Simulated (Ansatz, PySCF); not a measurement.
Reaction (SMILES): ClCl [molecular chlorine] + [H][H] (H2) -> 2 Cl (HCl)
Each molecule is optimised on its own at B3LYP-D3(BJ)/def2-TZVP (Ansatz, an electronic-structure program).
Geometry of the first species:
```
Cl
Cl 1 2.0135
```
Charge 0, spin multiplicity 1.

Wanted: energy of full hydrogenation (enthalpy at 298 K, with B3LYP-D3(BJ) rigid-rotor harmonic-oscillator terms from PySCF), in kJ/mol. Valence correlation only, unless marked. Spin-orbit coupling is left out. No relativistic terms. CBS(X,Y): correlation extrapolated as X^-3; Hartree-Fock from the larger set (for Q and 5 zeta extrapolated as (X+1)exp(-9√X)).

```tsv
level	program	energy of full hydrogenation (kJ/mol)
PBE/def2-TZVPD	Ansatz	-172.2
revPBE-D4/def2-TZVPD	Ansatz + dftd4	-165.6
BP86-D4/def2-TZVPD	PySCF + dftd4	-167.7
LC-wPBE/def2-TZVPD	Ansatz	-196.6
```

Task: What does CCSD(T)/CBS(cc-pV(Q+d)Z,cc-pV(5+d)Z) (Ansatz) give?

Result: -186.8 kJ/mol, so LC-wPBE/def2-TZVPD differs from it by -9.8 kJ/mol.
